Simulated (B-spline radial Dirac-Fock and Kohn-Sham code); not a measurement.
## What relativity does to the binding energies of Ca²⁺

System: Ca²⁺, configuration [Ne] 3s2 3p6.

Both columns are ΔSCF binding energies of the configuration average from an atomic code on a B-spline grid: non-relativistic Hartree-Fock with a point nucleus, and Dirac-Fock with a finite nucleus and the Coulomb interaction alone, averaged over the two j levels with weights 2j+1.

| shell | Hartree-Fock (eV) | Dirac-Fock (eV) | shift (eV) | shift (%) |
| --- | --- | --- | --- | --- |
| 1s | 4048.1 | 4069.6 | +21.48 | +0.53 |
| 2s | 463.2 | 467.1 | +3.90 | +0.84 |
| 2p | 375.2 | 375.4 | +0.25 | +0.07 |
| 3s | 74.35 | 74.84 | +0.50 | +0.67 |
| 3p | 49.91 | 49.92 | 0.00 | 0.00 |

Relativity binds 1s, 2s, 2p, 3s more strongly, among those listed most of all 2s in relative terms.

Values without a named source are computed, but for edge energies of neutral atoms, which are taken from tables.
